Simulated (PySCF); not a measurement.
Isomers of C5H9FO, one GFN2-xTB conformer each. Single-point energies are computed at PBE0/pcSseg-1 (PySCF, gas phase, no added dispersion term), electronic only.

Problem. Rank them by PBE0/pcSseg-1 energy, lowest first (kcal/mol).
A. `[CH3:1][O:2][C:3]([F:4])=[C:5]([CH3:6])[CH3:7]` with C1–O2–C3–F4 38°
B. `[CH3:1][CH2:2][CH2:3][C@@H:4]1[O:5][C@H:6]1[F:7]` with C1–C2–C3–C4 -66°, C2–C3–C4–O5 164°
C. `[CH3:1][CH2:2][C@@H:3]([F:4])[CH2:5][CH:6]=[O:7]` with C1–C2–C3–F4 63°, C2–C3–C5–C6 75°, C3–C5–C6–O7 2°
D. `[CH3:1][CH2:2][C@H:3]([CH3:4])[C:5](=[O:6])[F:7]` with C1–C2–C3–C4 -178°, C2–C3–C5–O6 -123°
E. `[CH3:1][C@@H:2]([F:3])[C@H:4]1[O:5][C@@H:6]1[CH3:7]` with C1–C2–C4–O5 83°
F. `[F:1][CH2:2][C@H:3]1[CH2:4][CH2:5][CH2:6][O:7]1` with F1–C2–C3–C4 -49°, C2–C3–C4–C5 131°, C3–C4–C5–C6 -28°, C4–C5–C6–O7 39°, C5–C6–O7–C3 -36°
G. `[CH3:1]/[C:2](=[CH:3]/[CH2:4][OH:5])[CH2:6][F:7]` with C2–C3–C4–O5 88°, C3–C4–O5–H -64°, C1–C2–C6–F7 124°

Solution. D (0.0), C (18.8), F (22.4), A (33.0), E (35.5), B (35.8), G (37.5).

As drawn, the lowest has a C=O bond, which the highest lacks; the highest has an O–H bond and a C=C bond outside aromatic rings, which the lowest lacks. Neighbours under 2.5 kcal/mol apart (COC(F)=C(C)C and C[C@@H](F)[C@H]1O[C@@H]1C; C[C@@H](F)[C@H]1O[C@@H]1C and CCC[C@@H]1O[C@H]1F; CCC[C@@H]1O[C@H]1F and C/C(=C/CO)CF) can change places with a better method, another conformer or zero-point energy. GFN2-xTB itself gives, in the same order: 0.0, 15.8, 2.3, 15.6, 15.0, 15.9, 26.0. Both levels put the same isomer lowest; measured from each level's own lowest isomer, the values differ by up to 20.5 kcal/mol (C[C@@H](F)[C@H]1O[C@@H]1C: 15.0 against 35.5).

Problem. Which frontier levels, dipoles and rotational constants go with these structures?

Solution. 
```csv
SMILES,"HOMO (eV, PBE0/pcSseg-1)",LUMO (eV),dipole (D),"A, B, C (MHz)"
CC[C@H](C)C(=O)F,-8.68,-0.31,3.20,"3012, 2278, 1751"
CC[C@@H](F)CC=O,-7.73,-0.85,1.78,"3862, 1745, 1329"
FC[C@H]1CCCO1,-7.25,1.37,1.73,"4450, 2106, 1973"
COC(F)=C(C)C,-6.23,1.19,1.13,"4294, 1943, 1400"
C[C@@H](F)[C@H]1O[C@@H]1C,-7.96,1.77,0.49,"5245, 1604, 1339"
CCC[C@@H]1O[C@H]1F,-8.33,1.31,2.65,"4527, 1665, 1328"
C/C(=C/CO)CF,-7.32,-0.24,3.26,"3478, 2027, 1442"
```
